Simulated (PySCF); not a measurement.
Species: C4HF4PS.
Atom-mapped SMILES: `[F:1][c:2]1[s:3][cH:4][p:5][c:6]1[C:7]([F:8])([F:9])[F:10]`

Cartesian coordinates in Å at the PBE0-D3(BJ)/def2-SVP level; atoms count from 1:
```
atom  x, y, z in Å
F1    -0.3123    2.2245    0.1001
C2     0.3458    1.0850    0.0600
S3     2.0636    1.1671    0.1126
C4     2.2767   -0.5266    0.0351
P5     0.9015   -1.5324   -0.0550
C6    -0.2253   -0.1524   -0.0187
C7    -1.7166   -0.3110   -0.0640
F8    -2.2457    0.2691   -1.1432
F9    -2.3045    0.2360    1.0026
F10   -2.0562   -1.6020   -0.0938
H11    3.3090   -0.8843    0.0469
```

Probes without a nucleus sit at each ring's centroid and 1 Å off its mean plane on both sides; NICS is minus the shielding there, NICSzz its component along the normal. Level: GIAO CAM-B3LYP/pcSseg-1 (PySCF, non-relativistic, gas phase) on the PBE0-D3(BJ)/def2-SVP geometry, one conformer.

Ring bond lengths (Å): C2–S3 1.721, S3–C4 1.709, C4–P5 1.706, P5–C6 1.782, C6–C2 1.365.

Question: Give the NICS values of each ring in ppm.

Answer: 
| ring | type | NICS(0) | NICS(1), two faces | NICS(1)zz, two faces | rms pucker (Å) | centre to ring atoms, mean (Å) |
| --- | --- | --- | --- | --- | --- | --- |
| C2–S3–C4–P5–C6 | 5-membered ring with P and S; formal bonds all aromatic | -11.6 | -10.1 / -10.1 | -21.0 / -21.0 | 0.00 | 1.40 |

Question: What can be read from them?

Answer: 
- C2–S3–C4–P5–C6: mean NICS(1)zz -21.0 ppm, shielded.

Question: What does the geometric index give? HOMA = 1 − mean of α(R − Ropt)² over the ring bonds, with Krygowski's 1993 parameters (CC: Ropt 1.388 Å, α 257.7 Å⁻²; CP: Ropt 1.698 Å, α 118.91 Å⁻²; CS: Ropt 1.677 Å, α 94.09 Å⁻²).

Answer: 
- C2–S3–C4–P5–C6: HOMA 0.75; the largest term is that of P5–C6, α(R − Ropt)² = 0.84.

Question: Give the inner angles of the rings.

Answer: 
- C2–S3–C4–P5–C6: C2 117.6°, S3 94.3°, C4 119.1°, P5 93.0°, C6 116.0°; sum 540.0° against 540° for a flat convex ring.

Question: What are the shieldings of the ring atoms and their hydrogens in the same run (means over atoms taken as equivalent)?

Answer: 
```json
{"atoms": "C2", "environment": "aromatic C–F carbon", "σ isotropic (ppm)": "-6.7", "principal values of the symmetric part, first atom (ppm)": "-93.5, 22.0, 51.6"}
{"atoms": "S3", "environment": "thiophene-type sulfur", "σ isotropic (ppm)": "183.6", "principal values of the symmetric part, first atom (ppm)": "62.8, 187.6, 300.4"}
{"atoms": "C4", "environment": "aromatic CH next to a ring sulfur", "σ isotropic (ppm)": "19.2", "principal values of the symmetric part, first atom (ppm)": "-152.7, 52.0, 158.4"}
{"atoms": "P5", "environment": "phosphorus bonded to 2 C", "σ isotropic (ppm)": "53.1", "principal values of the symmetric part, first atom (ppm)": "-291.2, 121.3, 329.2"}
{"atoms": "C6", "environment": "substituted aromatic carbon", "σ isotropic (ppm)": "40.7", "principal values of the symmetric part, first atom (ppm)": "-17.7, 16.1, 123.7"}
{"atoms": "H11", "environment": "aromatic hydrogen", "σ isotropic (ppm)": "23.32", "principal values of the symmetric part, first atom (ppm)": "21.9, 22.8, 25.2"}
```

Question: How do the values depend on the level or the medium?

Answer: 
```tsv
level	NICS(0), C2–S3–C4–P5–C6	mean NICS(1)zz, C2–S3–C4–P5–C6
CAM-B3LYP/pcSseg-1, gas	-11.6	-21.0
PBE0/pcSseg-1, gas	-11.7	-21.2
PBE0/pcSseg-1, IEF-PCM chloroform	-11.7	-21.3
PBE0/pcSseg-1, IEF-PCM dimethylsulfoxide	-11.7	-21.3
```

The geometry is the same throughout; the continuum's cavity takes Bondi-type radii × 1.2.
